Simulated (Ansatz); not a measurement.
`BCC[SiH2]C` + `O[SiH](O)N[SiH2]Cl` → `C[SiH2]N[SiH](O)O` + `BCC[SiH2]Cl`  (redistribution)

Gas-phase electronic energies from Ansatz, PBE0-D4/def2-TZVP geometries. CCSD(T)/CBS adds triple-zeta CCSD(T) − MP2 to the extrapolated MP2 energy (def2 sets, frozen cores). Functionals use def2-TZVPP. One conformer a species, not always the lowest.

| level | ΔE (kJ/mol) |
| --- | --- |
| PBE-D4 | 6.6 |
| r2SCAN-D4 | 6.1 |
| ωB97X-V | 5.0 |
| SCS-MP2/def2-QZVPP | 3.2 |

(1) What does CCSD(T)/CBS give? (Estimate.)

Largest T1 diagnostic among the species: 0.011.

Answers

(1) Computed: +4.3 kJ/mol. The listed levels differ from it by 2.3, 1.8, 0.7, -1.1 kJ/mol.

In def2-TZVPP, CCSD(T) changes the Hartree–Fock value by +4.7 kJ/mol (the triples alone add +1.0 kJ/mol) and MP2 by +4.7 kJ/mol. The D4 term adds +4.3 kJ/mol with B3LYP and +2.3 kJ/mol with PBE0; it sums over pairs of atoms, weighted by their polarisabilities, and B3LYP, whose exchange is more repulsive, gets the larger term.

B3LYP here is the variant with VWN-RPA as its local correlation; programs differ in this.
